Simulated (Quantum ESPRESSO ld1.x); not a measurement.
Results of a calculation; reference values are marked as such.
All-electron atom: Ir4+ in [Xe] 4f14 5d5.

Level of theory: scalar-relativistic Kohn-Sham, PBE, spin-unpolarised, spherical densities, point nucleus (ld1.x of Quantum ESPRESSO 7.5).

Energy parts (hartree):
part                      energy
total                 -17823.823
kinetic                19821.760
electron-nucleus      -44107.872
Hartree                 6806.860
exchange-correlation    -344.571

Orbitals (lengths in bohr, moments of r in powers of bohr; r(90%) holds 90 % of the orbital's charge):
\begin{tabular}{lrrrrr}
orbital & occ. & eigenvalue (hartree) & <r^4> & r(90%) & <r> \\ \hline
1s & 2 & -2799.80 & 4.804e-07 & 0.0318 & 0.01743 \\
2s & 2 & -491.218 & 0.00007117 & 0.114 & 0.07360 \\
2p & 6 & -426.914 & 0.00005701 & 0.108 & 0.06624 \\
3s & 2 & -116.228 & 0.002589 & 0.279 & 0.1904 \\
3p & 6 & -97.4292 & 0.002822 & 0.286 & 0.1913 \\
3d & 10 & -76.7567 & 0.002173 & 0.269 & 0.1733 \\
4s & 2 & -26.1656 & 0.05912 & 0.607 & 0.4233 \\
4p & 6 & -20.0011 & 0.07897 & 0.654 & 0.4505 \\
4d & 10 & -12.4351 & 0.1118 & 0.715 & 0.4783 \\
5s & 2 & -5.31912 & 1.621 & 1.39 & 0.9720 \\
4f & 14 & -4.02454 & 0.2579 & 0.866 & 0.5340 \\
5p & 6 & -3.70687 & 2.923 & 1.61 & 1.115 \\
5d & 5 & -1.85419 & 10.21 & 2.21 & 1.481 \\
\end{tabular}

The highest occupied level is 5d at -50.455 eV. For comparison, the ionisation energy in NIST's Atomic Spectra Database is 57 eV (theoretical). In exact Kohn-Sham theory the highest level is minus the ionisation energy, but local and semilocal functionals leave it too shallow, through self-interaction and a potential that decays too fast; potentials with the right tail come closer. The density falls to 0.001 e/bohr^3 at r = 3.17 bohr. Summed over all electrons, <r^2> = 33.15 bohr^2, which gives a Langevin (diamagnetic) susceptibility term of -26.3 x 10^-6 cm^3/mol.

Beside tabulated values, note that spin-unpolarised runs miss the spin-polarisation part of the exchange energy of open shells.
